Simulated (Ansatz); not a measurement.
Input for Ansatz (an electronic-structure program): R-BLYP/def2-TZVPP on H2O2Os (SMILES [OH][Os][OH]), 2S+1 = 1, a spin state set in the input, which need not be the lowest. Elements past Kr take the def2 small-core potentials; no spin–orbit coupling.

Ansatz 0.2 input:
```yaml
crystal:
  periodic: [false, false, false]
  atoms:
    - {symbol: Os, position_ang: [-0.00389964, -0.01577901, -0.00745753]}
    - {symbol: O, position_ang: [1.34022757, 0.21454986, -1.13146669]}
    - {symbol: H, position_ang: [2.06109760, 0.36472435, -1.74579299]}
    - {symbol: O, position_ang: [-1.35516176, -0.22324734, 1.11246813]}
    - {symbol: H, position_ang: [-2.09603492, -0.31040129, 1.71503486]}
basis:
  gaussian:
    orbitals: def2-TZVPP
hamiltonian:
  xc: {name: BLYP}
```

Program output:

```
WARN ansatz: RAYON_NUM_THREADS=1 ignored (pool sized by the plan → 1); use --threads N
Functional definition: BLYP
integrals: 0.05 GiB planned
759 factors; their error is unknown
mean field: 0.40 GiB planned
mean field evaluation 1: about -6585.1595 eV, gradient 8.0e1 eV
mean field evaluation 2: about -6511.2191 eV, gradient 2.0e2 eV
mean field evaluation 4: about -6594.1185 eV, gradient 1.8e1 eV
mean field evaluation 8: about -6594.8273 eV, gradient 1.3e-1 eV
mean field evaluation 16: about -6594.8273 eV, gradient 4.3e-4 eV
mean field evaluation 32: about -6590.6042 eV, gradient 2.7e0 eV
mean field -6594.82725086 eV, -242.3554313347 hartree, gradient 2.8e-5 eV, S^2 0.000000; 0 other end points of the search recorded, 0 dependent functions left out
reference -6594.82754372 eV, -242.3554420970 hartree; 17, 17 occupied and 129, 129 virtual orbitals, 759 factors
Total energy: -6594.82754372 eV, -242.3554420970 hartree
```

Self-consistency was reached.

Cost: very roughly 2.4 core-seconds.
